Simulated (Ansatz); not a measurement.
One change: `B[SeH]` becomes `B[TeH]`.

Ansatz, PBE0-D4/def2-TZVP geometries, multiplicity 1. 

Elements past krypton have def2 core potentials. Scalar relativity is left out up to krypton.

| property | `B[SeH]` |
| --- | --- |
| HOMO energy (B3LYP/def2-TZVPP) / eV | -7.69 |
| size of the dipole moment (B3LYP/def2-TZVPP) / D | 0.66 |
| LUMO energy (B3LYP/def2-TZVPP) / eV | -1.66 |
| zero-point energy (PBE0-D4/def2-TZVP) / kJ/mol | 75.8 |
| size of the dipole moment (ωB97M-V/def2-TZVPP) / D | 0.65 |
| ideal-gas entropy at 298 K and 1 bar (rigid rotor, harmonic PBE0-D4/def2-TZVP) / J/(mol·K) | 258 |

Problem. Give the same properties after the change, and the shifts. (Estimate.)

Solution. Computed: 
```json
{"property": "HOMO energy (B3LYP/def2-TZVPP) / eV", "`B[TeH]`": "-7.00", "shift": "0.69"}
{"property": "size of the dipole moment (B3LYP/def2-TZVPP) / D", "`B[TeH]`": "0.49", "shift": "-0.17"}
{"property": "LUMO energy (B3LYP/def2-TZVPP) / eV", "`B[TeH]`": "-1.88", "shift": "-0.22"}
{"property": "zero-point energy (PBE0-D4/def2-TZVP) / kJ/mol", "`B[TeH]`": "71.6", "shift": "-4.2"}
{"property": "size of the dipole moment (ωB97M-V/def2-TZVPP) / D", "`B[TeH]`": "0.37", "shift": "-0.28"}
{"property": "ideal-gas entropy at 298 K and 1 bar (rigid rotor, harmonic PBE0-D4/def2-TZVP) / J/(mol·K)", "`B[TeH]`": "268", "shift": "10"}
```

With PBE0 the HOMO rises by 0.71 eV and the LUMO falls by 0.24 eV, so the gap narrows by about 0.95 eV. PBE moves the HOMO by 0.60 eV and ωB97M-V by 0.82 eV. Dipoles are sizes alone; their direction can turn.

B3LYP here is the variant with VWN-RPA as its local correlation; programs differ in this.

Spin–orbit coupling is left out; it splits and shifts lone-pair levels of the heavy atoms by tenths of an eV.
